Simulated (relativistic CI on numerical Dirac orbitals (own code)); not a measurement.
**What each ingredient does to the levels of Ir⁵⁴⁺**

Base calculation: Dirac-Coulomb-Breit CI, orbitals from a KLI potential per configuration, model QED (radiative potential, 1s self-energy scaled to tabulated hydrogen-like ionisation energies), unscaled Slater integrals.

Configurations in the expansion (outside the closed core [Ne]): 3s2 3p6 3d5, 3s2 3p5 3d6, 3s2 3p4 3d7, 3s 3p6 3d6, 3p6 3d7, 3s 3p5 3d7, 3s2 3p6 3d4 4s, 3s2 3p6 3d4 4p, 3s2 3p4 3d6 4s, 3s2 3p6 3d4 4d, 3s2 3p4 3d6 4p, 3s2 3p5 3d5 4s, 3s2 3p6 3d4 4f, 3s 3p5 3d6 4s, 3s2 3p5 3d5 4p, 3s 3p5 3d6 4p, 3p6 3d6 4s, 3s2 3p6 3d3 4s2, 3p6 3d6 4p, 3s2 3p6 3d3 4s 4p, 3s2 3p6 3d4 5s, 3p6 3d5 4s2. Levels of other configurations are missing.

Variants: (1) QED terms removed. Shifts of the energy above 3s2 3p6 3d5 2D_5/2, in eV, for the lowest level and the first level of each name with at least 55 % of one term (blank where a level changes its place among those of its configuration and J or its character, or is not in the variant):

| Level | Base | Δ(1) |
| --- | --- | --- |
| 3s2 3p6 3d5 2D_5/2 | 0.000 | 0.000 |
| 3s2 3p6 3d5 2D_3/2 | 119.801 | -0.226 |
| 3s2 3p6 3d5 4G_9/2 | 168.342 | -0.433 |
| 3s2 3p6 3d5 2I_13/2 | 171.718 | -0.436 |
| 3s2 3p6 3d5 4D_1/2 | 173.658 | -0.434 |
| 3s2 3p6 3d5 2G_7/2 | 184.374 | -0.432 |
| 3s2 3p6 3d5 4F_5/2 | 186.491 | -0.432 |
| 3s2 3p6 3d5 2P_3/2 | 219.673 | -0.428 |
| 3s2 3p5 3d6 4H°_13/2 | 492.362 | +0.537 |
| 3s2 3p5 3d6 4I°_15/2 | 501.375 | +0.537 |

At this charge energies of transitions that change n are usually good to better than 1 %, and those within a shell (Δn = 0) to a few per cent.

Ionisation energy from the two ground configurations alone: base 5229.26 eV. The NIST ASD value (theoretical) is 5229 eV.

LS names give the leading component of a level, which can be under half, so a name can repeat, a term be missing and a line seem to break the LS rules.
